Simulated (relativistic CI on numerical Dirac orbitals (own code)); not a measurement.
Method of calculation: Dirac-Coulomb-Breit CI, orbitals from a KLI potential per configuration, a model potential for QED, unscaled Slater integrals (own radial code, finite nucleus).

The strongest absorption lines from the ground level of an ion, among the configurations computed and to levels below about 51.3 eV (vacuum wavelength in nm, gf): 26.993 (0.06), 27.068 (0.29), 27.562 (0.56), 33.664 (0.17), 33.927 (0.51), 34.434 (0.14), 34.757 (0.73), 35.121 (0.16).

**Question.** Which ion is it?
A. Ag⁸⁺
B. Rh⁸⁺
C. Rh⁴⁺
D. Rh⁶⁺

**Answer.** D. Rh⁶⁺ has 39 electrons and the ground level 4s²4p⁶4d³ ⁴F3/2; the strongest line goes to 4s²4p⁶4d²5p ⁴F°3/2. The pattern of lines fixes the number of electrons, and along that sequence the line energies rise steadily with the charge (about as its square where n changes within one kind of shell, about linearly where n is kept but much faster in heavy ions where fine structure, which grows about as Z⁴, sets the gap, and irregularly where shells cross), which fixes Z. Configurations outside the model, such as inner-shell arrays, can give stronger lines. At this charge configurations can still be misplaced by up to about 7 % of their energy. Terms inside the open d or f shell come out 10 to 20 % too wide with unscaled integrals.

LS names give the leading component of a level, which can be under half, so a name can repeat, a term be missing and a line seem to break the LS rules.
